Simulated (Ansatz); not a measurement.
System: GeNH₄, charge 0, doublet. GeNH4 (SMILES [GeH3][NH], doublet).
B3LYP-D3(BJ)/def2-TZVP minimum from Ansatz (an electronic-structure program):
```xyz
6

Ge     0.2747     0.1182     0.1230
N     -1.3612    -0.5949    -0.4695
H      1.4403    -0.6933    -0.4800
H      0.3902     1.5893    -0.3276
H      0.2890     0.0226     1.6534
H     -1.3822    -0.5361    -1.4948
```
Charge 0, spin multiplicity 2.

Total energies in hartree (Ansatz). Radicals and triplets start from unrestricted determinants; spin-orbit coupling is neglected. Correlated methods leave the cores frozen (noble-gas shells, and filled d and f shells in the p block). No relativity. For partners of very few electrons the exact lower level stands in for a higher one.

| species | HF/cc-pVTZ | CCSD(T)/cc-pVTZ | HF/cc-pVQZ | CCSD(T)/cc-pVQZ | CCSDT(Q)/cc-pVTZ |
|---|---|---|---|---|---|
| 1: GeNH4 (SMILES [NH][GeH3], doublet) | -2132.15517 | -2132.50087 | -2132.16355 | -2132.52859 | -2132.50240 |
| 2: Ge (triplet) | -2075.36107 | -2075.42794 | -2075.36359 | -2075.43284 | -2075.42848 |
| 3: N (quartet) | -54.40069 | -54.51471 | -54.40372 | -54.52482 | -54.51507 |
| 4: H (doublet) | -0.49981 | -0.49981 | -0.49995 | -0.49995 | -0.49981 |

**Question.** Work out the atomisation energy (electronic, to ground-state atoms) in kcal/mol: take Hartree-Fock from cc-pVQZ, extrapolate the CCSD(T) correlation energy as X^-3 (X = 3, 4), and add CCSDT(Q) - CCSD(T) in cc-pVTZ. 1 hartree = 627.51 kcal/mol.

**Answer.** 
Species 1: correlation (64·(-0.36504) - 27·(-0.34570))/37 = -0.37915; step -0.00153; E1 = -2132.16355 + (-0.37915) + (-0.00153) = -2132.54423
Species 2: correlation (64·(-0.06925) - 27·(-0.06687))/37 = -0.07099; step -0.00054; E2 = -2075.36359 + (-0.07099) + (-0.00054) = -2075.43512
Species 3: correlation (64·(-0.12110) - 27·(-0.11402))/37 = -0.12627; step -0.00036; E3 = -54.40372 + (-0.12627) + (-0.00036) = -54.53035
Species 4: correlation (64·(0.00000) - 27·(0.00000))/37 = 0.00000; step +0.00000; E4 = -0.49995 + (0.00000) + (+0.00000) = -0.49995
-1·E1 +1·E2 +1·E3 +4·E4 = 0.57896 hartree = 363.3 kcal/mol.
